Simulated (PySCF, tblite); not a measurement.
Isomers of C3H15N2PSi2, one GFN2-xTB conformer each. Single-point energies are computed at PBE0/pcSseg-1 (PySCF, gas phase, no added dispersion term), electronic only.

Question: Rank them by PBE0/pcSseg-1 energy, lowest first (kJ/mol).
A. `[CH3:1][CH2:2][N:3]([SiH3:4])[Si@:5]([CH3:6])([NH2:7])[PH2:8]` with C1–C2–N3–Si4 81°, C2–N3–Si5–C6 -129°, N3–Si5–N7–H -172° and 50°, N3–Si5–P8–H -87° and -179°
B. `[CH3:1][N:2]([CH3:3])[C@@H:4]([SiH3:5])[Si@@H:6]([NH2:7])[PH2:8]` with C1–N2–C4–Si5 73°, N2–C4–Si6–N7 28°, C4–Si6–N7–H 116° and -22°, C4–Si6–P8–H 75° and 167°

Answer: A (0.0), B (195.9).

GFN2-xTB itself gives, in the same order: 0.0, 158.9. Both levels put the same isomer lowest.

Question: Which frontier levels, dipoles and rotational constants go with these structures?

Answer: 
```tsv
SMILES	HOMO (eV, PBE0/pcSseg-1)	LUMO (eV)	dipole (D)	A, B, C (MHz)
CCN([SiH3])[Si@](C)(N)P	-6.80	0.51	1.54	1387, 949.8, 717.4
CN(C)[C@@H]([SiH3])[Si@@H](N)P	-6.06	0.23	1.63	1509, 774.0, 607.7
```

Question: What happens when harmonic zero-point energies from GFN2-xTB frequencies are added?

Answer: 
```json
{"SMILES": "CCN([SiH3])[Si@](C)(N)P", "ZPE (kJ/mol)": "462.4", "electronic (kJ/mol)": "0.0", "with ZPE (kJ/mol)": "0.0"}
{"SMILES": "CN(C)[C@@H]([SiH3])[Si@@H](N)P", "ZPE (kJ/mol)": "455.5", "electronic (kJ/mol)": "195.9", "with ZPE (kJ/mol)": "189.0"}
```

The zero-point energies span 6.9 kJ/mol. The order is unchanged.
